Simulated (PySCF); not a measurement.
## Electronic absorption of C4H6ClFO

Compound: C₄H₆ClFO.
SMILES: `O=C[C@@H](CF)CCl`

Method: TDDFT PBE0/def2-SVPD, vertical, gas phase, core orbitals frozen in the response (PySCF). One conformer (not necessarily the lowest) at the GFN2-xTB geometry, without solvent, vibrations or thermal averaging. Torsions of this conformer, `[O:1]=[CH:2][C@@H:3]([CH2:4][F:5])[CH2:6][Cl:7]`: O1–C2–C3–C4 -130°, C2–C3–C4–F5 -62°, C2–C3–C6–Cl7 172°.

```json
{"state": "S1", "E (eV)": "4.25", "λ (nm)": "291.5", "ν̃ (cm⁻¹)": "34310", "f": "0.0002", "main configurations (H = HOMO, L = LUMO)": "H→L (97%)"}
{"state": "S2", "E (eV)": "6.51", "λ (nm)": "190.4", "ν̃ (cm⁻¹)": "52510", "f": "0.0021", "main configurations (H = HOMO, L = LUMO)": "H-1→L (93%)"}
{"state": "S3", "E (eV)": "6.67", "λ (nm)": "185.8", "ν̃ (cm⁻¹)": "53820", "f": "0.0015", "main configurations (H = HOMO, L = LUMO)": "H-2→L (91%)"}
{"state": "S4", "E (eV)": "6.98", "λ (nm)": "177.7", "ν̃ (cm⁻¹)": "56270", "f": "0.0047", "main configurations (H = HOMO, L = LUMO)": "H→L+1 (94%)"}
{"state": "S5", "E (eV)": "7.46", "λ (nm)": "166.2", "ν̃ (cm⁻¹)": "60160", "f": "0.0013", "main configurations (H = HOMO, L = LUMO)": "H-1→L+1 (89%)"}
{"state": "S6", "E (eV)": "7.56", "λ (nm)": "164.0", "ν̃ (cm⁻¹)": "60980", "f": "0.015", "main configurations (H = HOMO, L = LUMO)": "H→L+2 (58%), H-2→L+1 (23%), H-3→L (13%)"}
```

Triplets (Tamm–Dancoff): T1 3.61 eV, H→L (96%); T2 6.04 eV, H-5→L (32%), H-7→L (24%), H-3→L (19%).

The lowest singlet comes at 291 nm (410 kJ/mol) in the ultraviolet; it is dark (f under 0.0005); its leading configuration is HOMO→LUMO (97%). The most intense listed level is S6 at 7.56 eV (164 nm, f = 0.015), 3.31 eV above S1. It is the last of those listed, so stronger ones may follow. S1 has the pattern of n→π* at C=O. The oscillator strengths of these states sum to 0.025; summed over the whole spectrum of an exact calculation they would give the number of electrons, 64 (Thomas–Reiche–Kuhn). Weighted by f, the mean energy of these states is 7.27 eV. The listed states span 3.31 eV, and the widest gap between neighbours is 2.26 eV (S1 to S2). Singlets were solved by full linear response, triplets in the Tamm–Dancoff approximation.
